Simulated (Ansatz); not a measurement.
Cartesian coordinates (Å):
SMILES: [I]
```xyz
1

I      0.0000     0.0000     0.0000
```
Charge 0, spin multiplicity 2.

Method: frozen-core CCSD(T)/def2-TZVPP run with Ansatz (a quantum-chemistry and plane-wave program).

```yaml
HF energy: -296.65857 Ha
MP2 correlation energy: -0.46709 Ha
```

Question: Estimate the CCSD correlation energy, the (T) correction, the total energy and the T1 diagnostic.

Answer: 
```
Item                             Value
-----------------------  -------------
CCSD correlation energy    -0.44598 Ha
(T) correction             -0.00715 Ha
CCSD(T) total energy     -297.11169 Ha
T1 diagnostic                    0.007
```
